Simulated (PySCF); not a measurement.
Sn(vinyl)3Br, C6H9BrSn.
Structure used (PBE0-D3(BJ)/def2-SVP), in Å, numbered top down from 1:
```xyz
17
C6H9BrSn angstrom
Sn     0.0748    0.0908    0.0340
C     -0.3130   -0.1109    2.1242
C     -1.0843   -1.0811    2.6197
H      0.1445    0.6168    2.8064
H     -1.5583   -1.8314    1.9763
H     -1.2751   -1.1703    3.6960
C      2.1341   -0.1382   -0.4798
C      2.5726   -1.1749   -1.1973
H      2.8470    0.6182   -0.1287
H      1.8940   -1.9537   -1.5645
H      3.6332   -1.2923   -1.4499
C     -0.8962    1.7693   -0.8587
C     -1.9079    1.6283   -1.7180
H     -0.5540    2.7754   -0.5860
H     -2.2825    0.6424   -2.0172
H     -2.4087    2.4962   -2.1637
Br    -1.0487   -1.8851   -1.0327
```

The calculation used TDDFT B3LYP/def2-SVPD, vertical, gas phase, core orbitals frozen in the response, def2 core potentials past Kr (PySCF 2.14.0, density-fitted response routines). Spin–orbit coupling is left out.

Transition dipole moments from the ground state, in atomic units and in the frame of the coordinates above (overall signs are arbitrary), for the states with f of 0.002 or more among the lowest 8:

| state | E (eV) | μx | μy | μz |
| --- | --- | --- | --- | --- |
| S4 | 5.886 | -0.665 | 0.176 | 0.341 |
| S5 | 5.943 | 0.157 | -0.314 | 0.466 |
| S6 | 5.997 | -0.072 | 0.281 | -0.474 |
| S7 | 6.000 | 0.160 | -0.044 | 0.050 |
| S8 | 6.024 | -0.138 | 0.248 | 0.048 |

Question: What oscillator strength does each state have?

Answer: f = (2/3) ΔE |μ|² with ΔE in hartree (27.2114 eV).

| state | \|μ\|² (au) | \|μ\| (D) | f |
| --- | --- | --- | --- |
| S4 | 0.590 | 1.95 | 0.085 |
| S5 | 0.340 | 1.48 | 0.050 |
| S6 | 0.309 | 1.41 | 0.045 |
| S7 | 0.030 | 0.44 | 0.004 |
| S8 | 0.083 | 0.73 | 0.012 |

Question: Which bond between heavy atoms lies closest to the direction of the S4 transition dipole?

Answer: Sn1–C7, at 15° from it; next C7–C8 at 45°.

Question: What angle do the transition dipoles of S6 and S8 make?

Answer: |cos θ| = |μa·μb| / (|μa| |μb|) = 0.36, so θ ≈ 69° (taken between 0 and 90°, since the signs are arbitrary).

Question: What peak molar absorption coefficient would the strongest computed level give as a lone Gaussian band 0.3 eV wide at half height?

Answer: ε(max) = 2.175×10⁸ f / FWHM, with the width in cm⁻¹. S4: 2.175×10⁸ × 0.0850 / 2420 ≈ 7600 L mol⁻¹ cm⁻¹.

One conformer stands for the species.
